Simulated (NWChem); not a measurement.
AuH3O; SMILES [AuH]<-[OH2]

```xyz
5

Au    -0.0006    -0.2102     0.0183
H     -0.0011    -1.7623    -0.0399
O     -0.0006     2.0624     0.0817
H     -0.7756     2.3746    -0.4265
H      0.7702     2.3758    -0.4314
```
Atoms are numbered in this order, from 1.

All runs: NWChem. Coordinates come from a PBE-D3(BJ)/def2-SVP optimisation. def2 effective core potentials on Au; no spin-orbit coupling. Level: PBE0/def2-SVPD; rows give the wavelength of the field.

| field | isotropic polarisability (bohr³) | anisotropy (bohr³) |
|---|---|---|
| static | ___ | 12.2 |
| 1065 nm | 46.3 | 12.5 |
| 589 nm | 48.6 | 13.4 |

Question: Complete the blanks.

Answer: 
- static, isotropic polarisability (bohr³): 45.4
